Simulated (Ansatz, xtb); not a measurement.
Two isomers of C4H5F3Ge

Structure a is `C#C[C@@H]([GeH3])C(F)(F)F`, a singlet and structure b is `FC(F)(F)C#C[CH2][GeH3]`, a singlet. Both are isolated molecules in the gas phase, relaxed with r2SCAN-D4/def2-SVP.

a (Å):

```yaml
atoms:
  - { symbol: C, position_ang: [-3.2487, -0.3713, 0.6623] }
  - { symbol: C, position_ang: [-2.2175, 0.2625, 0.5564] }
  - { symbol: C, position_ang: [-0.9573, 0.9640, 0.4206] }
  - { symbol: C, position_ang: [-0.9748, 1.9884, -0.7017] }
  - { symbol: F, position_ang: [-1.9692, 2.8759, -0.5592] }
  - { symbol: F, position_ang: [0.1801, 2.6799, -0.7216] }
  - { symbol: F, position_ang: [-1.1193, 1.4087, -1.9046] }
  - { symbol: Ge, position_ang: [0.5060, -0.3809, 0.1793] }
  - { symbol: H, position_ang: [-4.1709, -0.9142, 0.7554] }
  - { symbol: H, position_ang: [-0.7262, 1.5224, 1.3455] }
  - { symbol: H, position_ang: [1.8373, 0.3478, -0.0327] }
  - { symbol: H, position_ang: [0.5358, -1.2019, 1.4713] }
  - { symbol: H, position_ang: [0.1533, -1.2615, -1.0195] }
```

b (Å):

```yaml
atoms:
  - { symbol: C, position_ang: [-0.1552, -1.3986, 1.9874] }
  - { symbol: C, position_ang: [0.1072, -1.2406, 0.5613] }
  - { symbol: C, position_ang: [0.3198, -1.1012, -0.6281] }
  - { symbol: C, position_ang: [0.6084, -0.9835, -2.0348] }
  - { symbol: F, position_ang: [-1.4503, -1.6702, 2.2239] }
  - { symbol: F, position_ang: [0.1528, -0.2842, 2.6732] }
  - { symbol: F, position_ang: [0.5657, -2.4036, 2.5168] }
  - { symbol: Ge, position_ang: [1.8748, -2.3907, -2.6344] }
  - { symbol: H, position_ang: [-0.3149, -1.0732, -2.6320] }
  - { symbol: H, position_ang: [1.0532, 0.0004, -2.2615] }
  - { symbol: H, position_ang: [1.2422, -3.7608, -2.3715] }
  - { symbol: H, position_ang: [2.1282, -2.1943, -4.1358] }
  - { symbol: H, position_ang: [3.1796, -2.2415, -1.8457] }
```

Quicker runs give these differences E(b) − E(a): GFN2-xTB +4.7 kcal/mol; HF/STO-3G −4.9 kcal/mol (at GFN2-xTB geometries); r2SCAN-D4/def2-SVP//GFN2-xTB −1.0 kcal/mol.

Q: Which of the two would you expect CCSD(T)/def2-SVP + ΔMP2/def2-TZVPP electronic energies to favour?

A: Structure a; the calculation gives E(b) − E(a) = +2.8 kcal/mol.

The same difference at several levels:

```csv
level,geometry,E(b) − E(a) (kcal/mol),departure from the last row (kcal/mol),"job, with rough time for the two"
GFN2-xTB,GFN2-xTB,+4.7,+2.0,"optimisation, 0.2 s"
HF/STO-3G,GFN2-xTB,−4.9,−7.7,"single point, 1.1 s"
r2SCAN-D4/def2-SVP//GFN2-xTB,GFN2-xTB,−1.0,−3.8,"single point, 11 s"
r2SCAN-D4/def2-SVP,r2SCAN-D4/def2-SVP,+0.9,−1.9,"optimisation, 2.4 min"
HF/def2-SVP,r2SCAN-D4/def2-SVP,+1.3,−1.4,part of the CCSD(T) run
MP2/def2-SVP,r2SCAN-D4/def2-SVP,+2.1,−0.6,part of the CCSD(T) run
CCSD(T)/def2-SVP,r2SCAN-D4/def2-SVP,+2.6,−0.1,single point
CCSD(T)/def2-SVP + ΔMP2/def2-TZVPP,r2SCAN-D4/def2-SVP,+2.8,,"single point, 6 min"
```

As drawn, both hold the same kinds of bond in the same numbers.

HF/STO-3G, r2SCAN-D4/def2-SVP//GFN2-xTB put the two in the other order. The largest departure from CCSD(T)/def2-SVP + ΔMP2/def2-TZVPP is that of HF/STO-3G, 7.7 kcal/mol. The last row adds to CCSD(T) the change of the MP2 difference between the two basis sets, here +0.1 kcal/mol.

With thermal terms from frequencies at re-optimised GFN2-xTB minima (ideal gas, soft modes damped towards free rotors, one conformer each, 298.15 K, 1 atm): the zero-point term adds 0.0 kcal/mol; ΔH is +2.9 and ΔG +1.8 kcal/mol.

The correlated steps freeze 16 core orbitals; the filled d shell of Ge is correlated, in a basis made for valence electrons. Mirror images aren't counted in ΔG. Codes used: Ansatz 0.2.0, xtb 6.7.1; the last row on 2 threads of Arm Neoverse V1 on a shared host.
